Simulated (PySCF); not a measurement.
**One molecule, many functionals**

Compound: C₂H₃BF₄.
SMILES: `FBCC(F)(F)F`

Linear-response calculations in the def2-SVPD basis (PySCF; singlets by full response, triplets Tamm–Dancoff, core orbitals frozen in the response; HF means time-dependent Hartree–Fock). 'Strongest' is the level of largest summed f among the singlets computed (10 roots, of which the last may lack a degenerate partner); it can jump between rows when another state enters that window. S1 is the lowest singlet of each run and needn't be the same state throughout; f(S1) is that of one state. Isolated species at its PBE0-D3(BJ)/def2-SVP geometry (one conformer only).

| functional | kind | S1 (eV) | f(S1) | strongest (eV) | T1 (eV) | HOMO (eV) | gap (eV) | ionisation energy, ΔSCF (eV) |
| --- | --- | --- | --- | --- | --- | --- | --- | --- |
| LDA | LDA | 5.87 | 0.001 | 9.24 | 5.39 | -8.22 | 5.64 | not settled |
| B3LYP | global hybrid, 20% exact exchange | 6.43 | 0.002 | 9.97 | 5.86 | -9.52 | 8.03 | 12.22 |
| PBE0 | global hybrid, 25% exact exchange | 6.48 | 0.002 | 10.24 | 5.80 | -9.72 | 8.49 | 12.21 |
| BHandHLYP | global hybrid, 50% exact exchange | 6.90 | 0.002 | 10.99 | 6.23 | -11.29 | 11.12 | 12.59 |
| CAM-B3LYP | range-separated hybrid | 6.52 | 0.002 | 9.87 | 5.92 | -11.23 | 11.13 | 12.45 |
| wB97X-D | range-separated hybrid | 6.65 | 0.002 | 10.11 | 6.11 | -11.67 | 12.44 | 12.36 |
| LC-wPBE | range-separated hybrid | 6.59 | 0.002 | 10.44 | 5.87 | -12.55 | 13.77 | 12.54 |
| HF | Hartree–Fock | 7.60 | 0.004 | 11.38 | 6.66 | -13.62 | 15.62 | not settled |

Task: What does PBE (GGA) give?

Result: S1 (eV) 6.02, f(S1) 0.001, strongest (eV) 9.17, T1 (eV) 5.44, HOMO (eV) -8.12, gap (eV) 5.84, ionisation energy, ΔSCF (eV) 11.64. S1 runs from 5.87 eV (LDA) to 7.60 eV (HF), a spread of 1.73 eV, while the orbital gap spreads over 10.0 eV. Along PBE (0%), B3LYP (20%), PBE0 (25%), BHandHLYP (50%), HF (100%) S1 rises with the share of exact exchange. −ε(HOMO) comes closest to its own ΔSCF ionisation energy with LC-wPBE (+0.02 eV) and misses most with PBE (-3.52 eV). 'Not settled' means that the ion's SCF failed to converge or may have ended in another state than the lowest.
